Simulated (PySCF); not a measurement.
C₆H₈P (charge -1).
Numbering: `[CH3:1][c:2]1[cH:3][p-:4][c:5]([CH3:6])[cH:7]1`

Geometry (PBE0-D3(BJ)/def2-SVP, Å), atoms numbered from 1 in this order:
```
atom  x, y, z in Å
C1    -3.6012   -0.8835    0.1971
C2    -2.2806   -0.2261   -0.0915
C3    -2.1359    1.0820   -0.5647
P4    -0.4484    1.5518   -0.7675
C5     0.0688   -0.0429   -0.2042
C6     1.5026   -0.4742   -0.0916
C7    -1.0258   -0.8550    0.1084
H8    -3.7807   -1.0352    1.2802
H9    -4.4382   -0.2743   -0.1827
H10   -3.6875   -1.8822   -0.2714
H11   -2.9929    1.7315   -0.7782
H12    2.1900    0.3529   -0.3366
H13    1.7534   -1.3110   -0.7735
H14    1.7642   -0.8185    0.9284
H15   -0.9280   -1.8867    0.4756
```

Definitions: NICS(0) = −σiso at the ring centroid; NICS(1) = −σiso and NICS(1)zz = −σzz at ±1 Å along the ring normal z. Level: GIAO PBE/pcSseg-1 (PySCF, non-relativistic, gas phase) on the PBE0-D3(BJ)/def2-SVP geometry, one conformer.

Ring bond lengths (Å): C2–C3 1.399, C3–P4 1.763, P4–C5 1.769, C5–C7 1.398, C7–C2 1.418.

**Question.** Give the NICS values of each ring in ppm.

**Answer.** 
```json
{"ring": "C2–C3–P4–C5–C7", "type": "5-membered ring with P; formal bonds all aromatic", "NICS(0)": "-11.6", "NICS(1), two faces": "-10.1 / -10.1", "NICS(1)zz, two faces": "-25.4 / -25.6", "rms pucker (Å)": "0.00", "centre to ring atoms, mean (Å)": "1.31"}
```

**Question.** What can be read from them?

**Answer.** 
- C2–C3–P4–C5–C7: mean NICS(1)zz -25.5 ppm, shielded.

**Question.** And the bond-length index? HOMA = 1 − mean of α(R − Ropt)² over the ring bonds, with Krygowski's 1993 parameters (CC: Ropt 1.388 Å, α 257.7 Å⁻²; CP: Ropt 1.698 Å, α 118.91 Å⁻²).

**Answer.** 
- C2–C3–P4–C5–C7: HOMA 0.72; the largest term is that of P4–C5, α(R − Ropt)² = 0.59.

**Question.** What is the mean of the two in-plane components of NICS at the second NICS(1) probe listed for ring C2–C3–P4–C5–C7, 1 Å off the ring?

**Answer.** The isotropic value is a third of the trace: (3 × -10.1 − (-25.6))/2 = -2.3 ppm.

**Question.** Give the inner angles of the rings.

**Answer.** 
- C2–C3–P4–C5–C7: C2 111.8°, C3 112.8°, P4 90.2°, C5 111.5°, C7 113.8°; sum 540.0° against 540° for a flat convex ring.

**Question.** How do the values depend on the level or the medium?

**Answer.** 
```tsv
level	NICS(0), C2–C3–P4–C5–C7	mean NICS(1)zz, C2–C3–P4–C5–C7
PBE/pcSseg-1, gas	-11.6	-25.5
PBE0/pcSseg-1, gas	-12.1	-26.6
PBE0/pcSseg-1, IEF-PCM cyclohexane	-11.8	-26.8
```

The geometry is the same throughout; the continuum's cavity takes Bondi-type radii × 1.2.
